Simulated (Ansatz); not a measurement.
Cost and result up the ladder for the cluster Cu5H5 (10 atoms). The state is a singlet with charge 0. Geometry: PBE-D4/def2-SVP.

```tsv
atom	x (Å)	y (Å)	z (Å)
Cu1	-1.948	0.409	0.380
Cu2	-0.657	1.290	-1.418
Cu3	-0.546	-1.036	1.654
Cu4	1.542	0.389	-1.256
Cu5	1.609	-1.052	0.640
H6	2.618	-0.554	-0.514
H7	-2.167	1.407	-0.866
H8	-2.071	-0.517	1.693
H9	0.737	1.400	-2.218
H10	0.883	-1.735	1.905
```

Ansatz on 4 threads of Arm Neoverse V2 on a shared host. Times are rough, and most runs start from the orbitals of an earlier one. PBE0-D4/def2-TZVP serves as the yardstick here, not as an exact answer. Differences are given only for rows in sets of like size (and for xTB, whose basis is part of the method), since another set adds its own error. Binding counts from free atoms at the same level (Cu doublet, H doublet; other spins of the atoms weren't run), without zero-point energy or a counterpoise term.

HSE06 is defined as in plane-wave codes, on full-range PBE exchange. Correlated methods freeze 45 core orbitals. The rows differ in basis, and correlated rows in double-zeta sets carry the largest basis error. No other spin state of charge 0 was run. The structure comes from a short search, and lower isomers may exist.

Correlated methods converge slowly with the basis, most of all in double-zeta sets.

| level | functions | wall time |
| --- | --- | --- |
| PBE-D4/def2-TZVP (with forces) | 255 | 6.5 s |
| HF/def2-TZVP | 255 | 8 s |
| HSE06-D4/def2-TZVP | 255 | 11 s |
| r2SCAN-D4/def2-TZVP | 255 | 13 s |
| PBE0-D4/def2-TZVP | 255 | 13 s |
| CCSD(T)/def2-SVP | 180 | 86 s |

(1) Estimate what each level gives for the binding energy per atom (eV).

## Answers

(1) 
```csv
level,binding energy per atom (eV),difference from PBE0-D4/def2-TZVP (eV)
PBE-D4/def2-TZVP (with forces),2.33,0.12
HF/def2-TZVP,1.30,-0.90
HSE06-D4/def2-TZVP,2.20,-0.01
r2SCAN-D4/def2-TZVP,2.41,0.21
PBE0-D4/def2-TZVP,2.21,0.00
CCSD(T)/def2-SVP,2.26,–
```
